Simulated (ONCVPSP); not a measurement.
**gadolinium: one change to an ONCV potential, before and after**

ONCVPSP 4.0.1 input, shortened (lines: element, Z, core and valence counts, functional; n l f; lmax; l rc ep ncon nbas qcut; lloc lpopt rc5 dvloc0; l nproj debl; icmod fcfact rcfact), PBEsol, scalar-relativistic:

```
  Gd 64.00    9    5  -116133      upf
    1    0    2.00
    2    0    2.00
    2    1    6.00
    3    0    2.00
    3    1    6.00
    3    2   10.00
    4    0    2.00
    4    1    6.00
    4    2   10.00
    4    3    7.00
    5    0    2.00
    5    1    6.00
    5    2    1.50
    6    0    1.50
    3
    0    2.00    0.00    3    7    6.10
    1    2.45    0.00    4    9    6.00
    2    2.65    0.00    4    8    4.10
    3    0.90    0.00    5    8   19.20
    4    3    0.70    6.00
    0    2    1.10
    1    1    2.40
    2    2    3.50
    3    2    3.60
    3    4.25    1.50
```

All-electron outer shells of the reference configuration (PBEsol, scalar-relativistic, ld1.x):

```
shell  level (eV)  outermost node (bohr)  outermost maximum (bohr)
   4d     -146.82                   0.27                      0.56
   5s      -48.98                   0.65                      1.20
   5p      -26.55                   0.70                      1.35
   4f       -7.96                      –                      0.56
   6s       -3.90                   1.61                      3.42
   5d       -2.12                   0.79                      2.00
```

Change: all radii but the core radius scaled by about 1.19 (s 2.38, p 2.92, d 3.16, f 1.08 bohr); local potential polynomial inside 0.84 bohr (lpopt 3, dvloc0 6 Ha).

Cutoffs: the cutoffs (Ha) at which the residual kinetic energy of the hardest occupied pseudo-wave falls to 1 and 0.1 mHa per electron; they do not see the model core or the augmentation charge, which bear on the density cutoff. Errors are all-electron minus pseudo energies relative to the spin-unpolarised reference configuration.

Task: Predict the effect on cutoff, ghosts and configuration errors.

Result: The potential gets softer (163 Ha and 182 Ha → 137 Ha and 153 Ha); both files keep a bound ghost (p, s); of the 4 tests that both files solve, the error grows in 3 and shrinks in 1 by more than 15 % and 0.3 meV (median size 2.4 → 3.3 meV). A larger radius leaves more room for a smooth pseudo-wave, so fewer plane waves are needed.

| quantity | base | changed |
| --- | --- | --- |
| cutoff, loose | 163 Ha | 137 Ha |
| cutoff, tight | 182 Ha | 153 Ha |
| loose cutoff by channel | s 13 Ha, p 7.0 Ha, d 7.1 Ha, f 163 Ha | s 11 Ha, p 7.9 Ha, d 6.3 Ha, f 137 Ha |
| bound ghosts | s, p | s, p |
| GHOST(+) flags under 300 eV | none | d at 86.4 eV |
| error for 4f7 5s2 5p6 5d1 6s2, meV [ΔE -0.84 eV] | +0.5 | +1.8 |
| error for 4f7 5s2 5p6 5d1 6s1, meV [ΔE 5.83 eV] | -0.8 | -0.1 |
| error for 4f7 5s2 5p6 5d1 6s0, meV [ΔE 17.88 eV] | -4.0 | -4.7 |
| error for 4f6 5s2 5p6 5d1 6s2, meV [ΔE 15.43 eV] | -79 | +797 |
| rms error of d²Exc/dni dnj with the model core, mHa | 2.92 | 3.08 |

 A true bound ghost makes a file unfit for plane-wave use even where its test errors are small: the radial tests pick states by their node count and pass the ghost by.
